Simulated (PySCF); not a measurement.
AuH6N2, SMILES [Au]([NH3+])<-[NH3], charge +1, multiplicity 1. Atoms are numbered in the order given.

```xyz
9

Au     0.0000     0.0000     0.0000
N      0.0000     0.0000     2.0648
H     -0.4562     0.8325     2.4486
H     -0.4929    -0.8113     2.4486
H      0.9490    -0.0212     2.4486
N      0.0000     0.0000    -2.0648
H     -0.4562    -0.8325    -2.4486
H     -0.4929     0.8113    -2.4486
H      0.9490     0.0212    -2.4486
```
Charge +1, spin multiplicity 1.

The structure is a stationary point at PBE0-D3(BJ)/def2-SVP. The multiplicity is an assumed one; other spin states were not compared. The def2 effective core potentials stand for the cores of Au; spin–orbit coupling is left out.

Computed with PySCF 2.14.0 with TDA-PBE/def2-SVPD.

Vertical excitations; the highest root listed may be one member of a degenerate set. Isolated molecule, no solvent. State labels are in the subgroup C2.

| state | symmetry | energy (eV) | λ (nm) | f | main pairs |
|---|---|---|---|---|---|
| S1 | A | 5.98 | 207 | 0.000 | HOMO→LUMO 96 % |
| S2 | A | 6.13 | 202 | 0.000 | HOMO−2→LUMO (degenerate set) |
| S3 | B | 6.13 | 202 | 0.000 | HOMO−1→LUMO (degenerate set) |
| S4 | B | 6.56 | 189 | 0.000 | HOMO−3→LUMO (degenerate set) |
| S5 | A | 6.56 | 189 | 0.000 | HOMO−4→LUMO (degenerate set) |
| S6 | B | 6.70 | 185 | 0.013 | HOMO→LUMO+1 99 % |
| S7 | A | 7.10 | 175 | 0.079 | HOMO→LUMO+3, HOMO−1→LUMO+2, HOMO−2→LUMO+3 (degenerate set) |
| S8 | B | 7.10 | 175 | 0.079 | HOMO→LUMO+2, HOMO−2→LUMO+2, HOMO−1→LUMO+3 (degenerate set) |
| S9 | A | 7.22 | 172 | 0.000 | HOMO−1→LUMO+1 (degenerate set) |
| S10 | B | 7.22 | 172 | 0.000 | HOMO−2→LUMO+1 (degenerate set) |
| T1 | A | 5.18 | 239 | 0 | HOMO→LUMO 99 % |
| T2 | A | 5.86 | 212 | 0 | HOMO−2→LUMO (degenerate set) |
| T3 | B | 5.86 | 212 | 0 | HOMO−1→LUMO (degenerate set) |
| T4 | B | 6.09 | 204 | 0 | HOMO−3→LUMO 100 % |
Triplets are in the Tamm–Dancoff approximation.
